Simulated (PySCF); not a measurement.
Species: C5H5NO3.
Bonds: C1–O2, O2–C3, C3–O4 (double), C3–C5, C5–C6 (aromatic), C6–C7 (aromatic), C7–O8 (aromatic), O8–N9 (aromatic), C5–N9 (aromatic). Hydrogens: H10, H11, H12 on C1; H13 on C6; H14 on C7.

NICS = −σ at a ghost point: NICS(0) at the centroid of the ring atoms, NICS(1) 1 Å to either side along the normal of their mean plane, zz for the tensor component along that normal. Level: GIAO PBE0/pcSseg-1 (PySCF, non-relativistic, gas phase) on the GFN2-xTB geometry, one conformer.

Ring bond lengths (Å), with Mayer bond orders in brackets: C5–C6 1.422 (1.18), C6–C7 1.361 (1.62), C7–O8 1.337 (1.08), O8–N9 1.339 (1.03), N9–C5 1.312 (1.57).

Give the NICS values of each ring in ppm.

| ring | type | NICS(0) | NICS(1), two faces | NICS(1)zz, two faces | rms pucker (Å) | centre to ring atoms, mean (Å) |
| --- | --- | --- | --- | --- | --- | --- |
| C5–C6–C7–O8–N9 | 5-membered ring with N and O; formal bonds all aromatic | -12.0 | -11.5 / -11.5 | -28.1 / -28.1 | 0.00 | 1.15 |

What can be read from them?

- C5–C6–C7–O8–N9: mean NICS(1)zz -28.1 ppm, shielded, aromatic by this magnetic criterion (flat ring, no four-coordinate atom).

What does the geometric index give? Use HOMA with the parameters of Krygowski (1993).

- C5–C6–C7–O8–N9: HOMA 0.64; the largest term is that of C7–O8, α(R − Ropt)² = 0.81.

What field does 11.7 T along the ring normal induce along that normal at the first NICS(1) probe listed for ring C5–C6–C7–O8–N9, 1 Å off the ring?

NICSzz × B0 = -28.1 ppm × 11.7 T = -329 μT, against the applied field.

Give the inner angles of the rings and the Hirshfeld charges of the ring atoms.

- C5–C6–C7–O8–N9: C5 110.3° (+0.015 e), C6 103.1° (-0.081 e), C7 109.6° (+0.031 e), O8 109.7° (-0.012 e), N9 107.3° (-0.097 e); sum 540.0° against 540° for a flat convex ring.

Conformer computed: `[CH3:1][O:2][C:3](=[O:4])[c:5]1[cH:6][cH:7][o:8][n:9]1`: C1–O2–C3–O4 0°, O2–C3–C5–C6 180°.
